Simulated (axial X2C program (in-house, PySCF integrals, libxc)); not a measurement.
## Density and ELF of SrC

Computed with an in-house all-electron X2C program for linear molecules (integrals from PySCF). Two-component (2c) means X2C with spin–orbit coupling and atomic mean-field two-electron Coulomb and Gaunt terms. Basis: Sr dyall-cv3z [13s12p8d5f1g], C dyall-v3z [7s6p2d1f] (cores contracted in-house); Gaussian nuclei, density fitting, unrestricted open shells. Masses: Sr 87.906 u, C 12.000 u.

PBE0, two-component, state Ω = 2 (⟨Sz⟩ = 2.00, ⟨Lz⟩ = 0.00 at PBE0); Sr at z = 0, C at z = 2.394 Å.

The maps cover the half plane through the axis: z from -2.4 to 4.5 Å along the bond, ρ from 0.15 to 2.25 Å away from it (steps of 0.3 Å, the bottom row nearest the axis).

log10 of the density in e/bohr³:

digits 0 to 9 span -4.47 to 1.53 evenly
```
122222222222222222111000
222223333222222222221100
222233333333333333322110
222333444433334444332211
223334455544444444443221
223345566655445555543321
223345677765555666554322
223346689865556686654322
```

Electron localisation function (collinear form, no current term, damped to 0 at low density):

digits 0 to 9 span 0.00 to 1.00 evenly
```
478999876421001111000000
789988653210112333210000
898864211100124555432100
887521122200146777654210
885211367630157888775310
863114788872168888887521
751037822374278747888631
741148553556278091888641
```

Axial spin density in 10⁻³ e/bohr³:

digits 0 to 9 span -12.32 to 12.32 evenly, values beyond are clipped
```
555555555555555555555555
555555555555555555555555
555556666555556666555555
555566666666667787665555
555666555566789999976555
555665555556899999997555
555566886557999999998655
555568959547999999999655
```

Occupations by symmetry block were frozen at the best pattern of an incomplete PBE0 search. Density functionals use the spin component along the axis (collinear). Other states lie close and PBE0, whose exact exchange favours high spin, may order them wrongly; the determinant shown need not be the ground state. The nearest other 2c determinant of the search, Ω = 1, lies 0.68 eV up at the distance of the search. The spin of this state cannot come from the lowest atoms; the curve heads to a higher limit, and no De is given. With several unpaired electrons one determinant need not be a pure state. Open-shell Ω = 0 determinants with evenly filled partner blocks cannot be reached by this program, so the Ω shown need not be the lowest component.
